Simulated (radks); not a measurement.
Spherical jellium clusters: N electrons in a uniform positive sphere of charge N and radius rs N^(1/3), rs = 3.28 bohr. Method: non-relativistic Kohn-Sham, LDA (Slater exchange, Perdew-Wang correlation), spin-polarised, spherical densities; computed with a radial shooting solver with Libxc functionals. Levels are named by radial order and angular momentum (1s, 1p, 1d, 2s, ...), and open shells are averaged over m.

N = 29, configuration 1s2 1p6 1d10 2s2 1f(up 7, down 2). This is the lowest configuration that the search found. Occupied and some empty levels:

level,occupation,eigenvalue (eV),<r> (bohr)
1s up,1,-6.8586,5.955
1s down,1,-6.6754,5.701
1p up,3,-5.8666,7.175
1p down,3,-5.5952,7.057
1d up,5,-4.6573,7.996
1d down,5,-4.3456,7.967
2s up,1,-4.1821,6.562
2s down,1,-4.0133,6.720
1f up,7,-3.2588,8.692
1f down,2,-2.9374,8.730
2p up,0,-2.5498,7.881
2p down,0,-2.3906,7.973
1g up,0,-1.7178,9.411
1g down,0,-1.4114,9.528
2d up,0,-1.0690,9.942
2d down,0,-0.92100,10.17

Energy (eV): total -50.2256, kinetic 73.763, external -2681.3, Hartree 1320.9, exchange-correlation -126.19, background 1362.6.

Electron density:

r (bohr),n(r) (e/bohr^3)
0.325,0.008983
1.55,0.007959
2.77,0.006477
3.99,0.005858
5.22,0.006548
6.44,0.007574
7.66,0.007296
8.89,0.005082
10.1,0.002379
11.3,0.0008146
12.6,0.0002337
13.8,0.00006198
15.0,0.00001572
16.2,3.898e-06
